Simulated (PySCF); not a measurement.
Zn(Me)2 cation (C2H6Zn), SMILES [CH3][Zn][CH3] (connectivity only; charge and spin as stated), charge +1, multiplicity 2.

Geometry optimised at PBE0-D3(BJ)/def2-SVP. The spin state was assumed, not searched. The isomer is the one that the SMILES or the coordinates give; other isomers of the formula were not compared.

The numbers are results of PBE0-D3(BJ)/def2-SVP (PySCF), not measurements.

Frequencies are harmonic and unscaled.

Modes within 1.5 cm⁻¹ of each other (mostly degenerate sets) share a row, with their intensities summed.

Question: Estimate the vibrational spectrum. (An estimate is asked for; the answer gives what the named calculation found.)

Answer: 
```csv
mode,ν (cm⁻¹),IR (km/mol),moving atoms (share of kinetic energy)
1,8,0.0,H 100 %
2–3,62,0.0,"C 49 %, Zn 30 %, H 21 %"
4,363,242.2,"C 66 %, Zn 30 %"
5,386,0.0,"C 80 %, H 20 %"
6–7,574,74.7,H 91 %
8–9,584,0.0,H 92 %
10,945,602.2,"H 91 %, C 8 %"
11,1115,0.0,"H 81 %, C 19 %"
12–13,1368,45.8,H 92 %
14–15,1371,0.0,H 92 %
16,3060,117.8,H 99 %
17,3062,0.0,H 99 %
18–19,3238,109.4,"H 90 %, C 10 %"
20–21,3240,0.0,"H 90 %, C 10 %"
```
